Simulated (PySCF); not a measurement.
Assigning NMR signals

Numbering as in the mapped SMILES `[CH2:1]=[CH:2][c:3]1[cH:4][cH:5][cH:6][cH:7][c:8]1[C:9]#[N:10]`. Each H is labelled by its parent atom. Ha(C1) is cis to C3; Hb(C1) is trans to C3.

Theory: shielding tensors at PBE0/pcSseg-1 (GIAO), geometry from PBE0-D3(BJ)/def2-SVP, in PySCF 2.14.0 with density-fitted response routines (no relativistic terms, isolated molecule, one conformer).

Referencing at the same level of theory: 13C and 1H against TMS.

Problem. Assign these signals to the numbered atoms. 13C{1H} NMR (computed): δ 145.5, 141.3, 140.0, 137.1, 133.1, 128.4, 124.7, 123.0, 116.6.

Solution. 
145.5 → C3, substituted aromatic carbon
141.3 → C2, alkene CH: the olefinic region
140.0 → C7, aromatic CH
137.1 → C5, aromatic CH: the aromatic region
133.1 → C6, aromatic CH
128.4 → C4, aromatic CH
124.7 → C1, terminal =CH2 carbon: the olefinic region
123.0 → C9, nitrile carbon: typical of a nitrile
116.6 → C8, substituted aromatic carbon

C2 and C7; C1 and C9 lie closer than the usual error of such a calculation, so a measured spectrum could show them in the other order.

Problem. Assign these signals to the numbered atoms. 1H NMR (300 MHz, computed): δ 7.93 (d, 1H), 7.72 (d, 1H), 7.58 (m, 1H), 7.41 (m, 1H), 7.38 (m, 1H), 6.36 (m, 1H), 5.88 (m, 1H).

Solution. 
| δ (ppm) | atoms | environment | reason |
| --- | --- | --- | --- |
| 7.93 | H(C4) | hydrogen on an aromatic CH | aromatic region |
| 7.72 | H(C7) | hydrogen on an aromatic CH | – |
| 7.58 | H(C5) | hydrogen on an aromatic CH | – |
| 7.41 | H(C2) | hydrogen on an alkene CH | attached to an sp2 carbon and in the plane of the double bond |
| 7.38 | H(C6) | hydrogen on an aromatic CH | the ring current deshields protons in the ring plane |
| 6.36 | Ha(C1) | hydrogen on a terminal =CH2 carbon | a vinylic proton, deshielded by the sp2 carbon and the C=C anisotropy |
| 5.88 | Hb(C1) | hydrogen on a terminal =CH2 carbon | – |

H(C2) and H(C6) lie closer than the usual error of such a calculation, so a measured spectrum could show them in the other order.

Shifts are as computed. Against solution values, carbons near 30 ppm lie about +2 ppm off and those near 130 ppm about +5 ppm. Of 1211 compounds with measured shifts, 218 miss one by over three times the rms of a fit or turn the order of signals round; such compounds aren't used in these exercises. Multiplicities follow the n + 1 count of equivalent neighbours, as no J values were calculated; m marks all less simple cases, F and P coupling included.
